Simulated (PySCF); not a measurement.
**C₆ coefficients of unlike pairs at UHF**

Calculated with PySCF 2.14 from the dipole response of each species, C₆(A,B) = (3/π) ∫ α_A(iu) α_B(iu) du, in atomic units, from isotropic polarisabilities. For ions this is the dispersion term alone; charge-induced terms of lower order in 1/R come first.

```tsv
species	configuration	basis	relativity	α (bohr³)	C₆ (like pair)
Ga⁺	[Ar] 3d10 4s2 (1S)	def2-QZVPPD (12s7p5d4f1g)	none	22.47	121.4
Zr²⁺	[Kr] 4d2 (3F)	aug-cc-pwCVDZ-PP with ECP28MDF (6s6p5d3f)	core potential	11.22	55.13
As	[Ar] 3d10 4s2 4p3 (4S)	aug-cc-pwCVDZ-PP with ECP10MDF (6s5p4d1f)	core potential	29.52	252.9
N³⁺	[He] 2s2 (1S)	aug-cc-pCVQZ-DK (9s8p6d4f2g)	spin-free X2C	2.231	2.251
```

Estimate C₆ for N³⁺ with Zr²⁺.

The integral gives 11.08. The combination rule 2 C_A C_B / (C_A α_B/α_A + C_B α_A/α_B) gives 11.14 and the geometric mean 11.14.

No spin-orbit coupling is included.

The other pairs:

| pair | C₆ |
| --- | --- |
| As, Zr²⁺ | 113.7 |
| N³⁺, As | 23.34 |
| N³⁺, Ga⁺ | 15.91 |
| Zr²⁺, Ga⁺ | 77.63 |
| As, Ga⁺ | 174.5 |
